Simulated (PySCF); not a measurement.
## Gas-phase thermal properties of WF6

Energies from PySCF (xtb for GFN2), thermal terms from the rigid-rotor harmonic-oscillator model, ideal gas at 1 bar. All species are closed-shell singlets. W: scalar-relativistic def2 core potential, no spin-orbit coupling. The harmonic model lacks anharmonicity and excited electronic states, which grow with temperature; levels with a mode under 35 cm⁻¹ are left out.

| level | point group | σ | ZPE (kJ/mol) | S°298 (J/mol/K) | Cp298 (J/mol/K) | S°1000 (J/mol/K) | H1000 − H298 (kJ/mol) |
|---|---|---|---|---|---|---|---|
| GFN2-xTB | Oh | 24 | 25.8 | 381.2 | 137.7 | 562.4 | 106.2 |
| PBE/def2-SVP | Oh | 24 | 36.8 | 358.7 | 122.0 | 530.2 | 101.5 |
| PBE0/def2-TZVP | Oh | 24 | 38.3 | 353.2 | 120.2 | 523.5 | 100.9 |
σ: rotational symmetry number. Electronic degeneracy used: 1. Frequencies are unscaled.
